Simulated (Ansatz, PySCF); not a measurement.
The PySCF input:
```python
from pyscf import gto, scf, dft

mol = gto.M(
    atom='''
Cd    0.00000000    0.00000000    0.00000000
''',
    basis='def2-svpd',
    ecp={'Cd': 'def2-svpd'},
    verbose=3,
)

mf = dft.RKS(mol)
mf.xc = 'blyp'
mf.grids.atom_grid = (99, 590)
mf.grids.prune = None
mf.kernel()
```

Q: Convert this to an input for Ansatz (an electronic-structure program).

A: Several could match; the one computed here: 
Ansatz 0.2 input:
```yaml
crystal:
  periodic: [false, false, false]
  atoms:
    - {symbol: Cd, position_ang: [0.00000000, 0.00000000, 0.00000000]}
basis:
  gaussian:
    orbitals: def2-SVPD
hamiltonian:
  xc: blyp
accuracy: high
```

Both were run: PySCF gave -167.710491 Eh and Ansatz -167.710491 Eh, 0.000 mEh apart.
